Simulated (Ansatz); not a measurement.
Basis-set extrapolation for CH8AlBOSi (`CO[B]([AlH2])[SiH3]`) (PBE0-D4/def2-TZVP geometry, frozen core, Ansatz). Multiplicity 1, RHF reference.

```json
{"": "HF", "def2-TZVPP": "-672.978663", "def2-QZVPP": "-673.001486"}
{"": "MP2 correlation", "def2-TZVPP": "-0.715235", "def2-QZVPP": "-0.766372"}
{"": "CCSD(T) correlation", "def2-TZVPP": "-0.808287", "def2-QZVPP": "not run"}
```

Energies in hartree. Use E(X) = E(∞) + A·exp(−7.88·√X) for Hartree–Fock and E(X) = E(∞) + B·X^(−2.97) for correlation, with X = 3 and 4, and add CCSD(T) minus MP2 of the smaller set to the MP2 limit.

Problem. What is the CCSD(T) energy at the basis-set limit?

Solution. HF limit: -673.001486 + (-0.022823) × 0.13774 = -673.00463. MP2 limit: -0.766372 + (-0.051137) × 0.74074 = -0.80425. Higher-order term: -0.808287 − (-0.715235) = -0.09305. Total: -673.90193 hartree, 301.9 kJ/mol below CCSD(T)/def2-TZVPP.
